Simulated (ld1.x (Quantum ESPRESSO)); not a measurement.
## aluminium (Al), PAW: configuration errors across variants

aluminium, PAW, made with ld1.x (Quantum ESPRESSO) 7.5 (Wu–Cohen, non-relativistic). Core [Ne], reference 3s2 3p0.5 (charge +0.5). Waves: 3s (bound): rcut 1.35, rcutus 1.90 bohr; 3s channel at 1.45 Ry: rcut 1.35, rcutus 1.90 bohr; 3p (bound): rcut 1.50, rcutus 1.80 bohr; 3p channel at 0.85 Ry: rcut 1.50, rcutus 1.80 bohr. Local part: all-electron potential smoothed inside 1.85 bohr (lloc = -1). Core correction: Bessel-smoothed model core inside 1.65 bohr. Augmentation charge: PSQ, inside the norm-conserving radii.

All-electron excitation energies from the reference (eV): (1) 3s2 3p1 -2.076; (2) 3s2 3p0 3.672; (3) 3s1 3p0 22.830; (4) 3s1 3p1 9.435; (5) 3s0 3p3 8.271; (6) 3s2 3p1.3 -2.642; (7) 3s1 3p2 3.020.

4 further variants failed, have other tests or another functional or relativity, and are left out.

Errors AE − PS in meV (a dash: test not solved or not reliable):

```csv
change,(1),(2),(3),(4),(5),(6),(7),bound ghosts
base,-0.1,-0.4,-20,-3.8,-5.9,-0.1,-1.2,none
"waves 3s (bound): rcut 1.35, rcutus 2.10 bohr; 3s channel at 1.45 Ry: rcut 1.35, rcutus 2.10 bohr",-0.1,-0.4,-20,-3.8,-5.9,-0.1,-1.2,none
"wave 3p channel at 0.85 Ry: rcut 1.50, rcutus 1.80 bohr becomes 3p channel at 2.85 Ry: rcut 1.50, rcutus 1.80 bohr",0.0,-0.4,-20,-3.5,-5.6,0.0,-1.2,none
```

Problem. Give the same row for: local potential all-electron potential smoothed inside 1.02 bohr (lloc = -1).

Solution. 0.0, -0.4, -20, -3.5, -5.5, 0.0, -1.1; bound ghosts: none.
